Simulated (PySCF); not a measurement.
`CN1BNB(C=S)NB1`. Method used: PBE0-D3(BJ)/def2-SVP geometry optimisation, gas phase (PySCF).

```
atom  x, y, z in Å
C1    -2.8881   -0.5545   -0.2722
N2    -1.4627   -0.3593   -0.0635
B3    -0.9131    0.9580   -0.1549
N4     0.4879    1.1371    0.0557
B5     1.3544    0.0450    0.3546
C6     2.9064    0.2520    0.5880
S7     3.9285   -0.9563    0.9480
N8     0.7736   -1.2461    0.4369
B9    -0.6165   -1.4765    0.2344
H10   -3.1391   -1.6218   -0.2051
H11   -3.2036   -0.1924   -1.2632
H12   -3.4842   -0.0179    0.4830
H13   -1.6243    1.9041   -0.4068
H14    0.8668    2.0732   -0.0118
H15    3.3216    1.2727    0.5052
H16    1.4003   -2.0166    0.6513
H17   -1.0812   -2.5906    0.3100
```

Problem. What is the longest distance between nuclei?

Solution. S7···H11, 7.51 Å; the next longest distance is 7.49 Å.

Problem. Work out the bond lengths C1–H10, C1–H12, N2–B3, N2–B9, B3–N4, B5–N8, C6–H15 in Å.

Solution. For C1–H10 the difference vector is (-0.2510, -1.0673, 0.0671) Å, of length 1.0985 Å. C1–H10 1.098; C1–H12 1.102; N2–B3 1.430; N2–B9 1.433; B3–N4 1.428; B5–N8 1.418; C6–H15 1.105 Å.

Problem. What is the repulsion energy of the bare nuclei, Σ ZA·ZB/RAB?

Solution. 442.39 Eh over 136 pairs, with full nuclear charges and distances in bohr; the largest single term is 31.30 Eh (C6 with S7).

Problem. Where is the centre of mass (commonest isotopes), and what is the radius of gyration?

Solution. Mass 139.072 u; centre at (0.820, -0.339, 0.323) Å; Rg = √(Σ m r²/M) = 2.502 Å. As Ia + Ib + Ic = 2 Σ m r², the three principal moments sum to 1741.0 u·Å².

Problem. Give the dihedral angles H11–C1–N2–B9, N4–B5–C6–H15, N4–B5–C6–S7, C6–B5–N8–H16, H12–C1–N2–B3, C1–N2–B3–H13.

Solution. H11–C1–N2–B9 -122° (anticlinal); N4–B5–C6–H15 -1° (synperiplanar); N4–B5–C6–S7 179° (antiperiplanar); C6–B5–N8–H16 0° (synperiplanar); H12–C1–N2–B3 -62° (synclinal); C1–N2–B3–H13 0° (synperiplanar). Dihedral signs follow IUPAC: positive where, seen along the central bond, the front bond turns clockwise onto the rear one.

Problem. How far are the heavy atoms from their best plane (unweighted least squares)?

Solution. 0.005 Å rms; none is more than 0.010 Å off.

Problem. How far apart are these pairs, which share no bond: N4···H11, N4···H15, S7···N8, S7···H16?

Solution. N4···H11 4.139 Å (4 bonds apart); N4···H15 2.872 Å (3 bonds apart); S7···N8 3.209 Å (3 bonds apart); S7···H16 2.758 Å (4 bonds apart).

Problem. What are the angles H10–C1–H11, C1–N2–B3, C1–N2–B9, B3–N4–H14, C6–B5–N8, B5–C6–S7, B5–C6–H15?

Solution. From the scalar product of the two bond vectors; for H10–C1–H11 it is -0.3738 Å² over 1.0985 × 1.1012 Å², cos θ = -0.3090. H10–C1–H11 108.0°; C1–N2–B3 119.4°; C1–N2–B9 120.3°; B3–N4–H14 118.3°; C6–B5–N8 120.8°; B5–C6–S7 123.6°; B5–C6–H15 118.6°.

Problem. Write the matrix of distances between heavy atoms (Å, lower triangle).

Solution. 
```
C1    0.000
N2    1.454  0.000
B3    2.490  1.430  0.000
N4    3.790  2.461  1.428  0.000
B5    4.330  2.877  2.497  1.426  0.000
C6    5.913  4.460  3.955  2.630  1.583  0.000
S7    6.937  5.518  5.322  4.125  2.825  1.623  0.000
N8    3.793  2.457  2.838  2.430  1.418  2.611  3.209  0.000
B9    2.503  1.433  2.483  2.843  2.493  3.940  4.630  1.424  0.000
```

Whether it is a minimum is left open (no frequencies). One conformer, not necessarily the lowest.
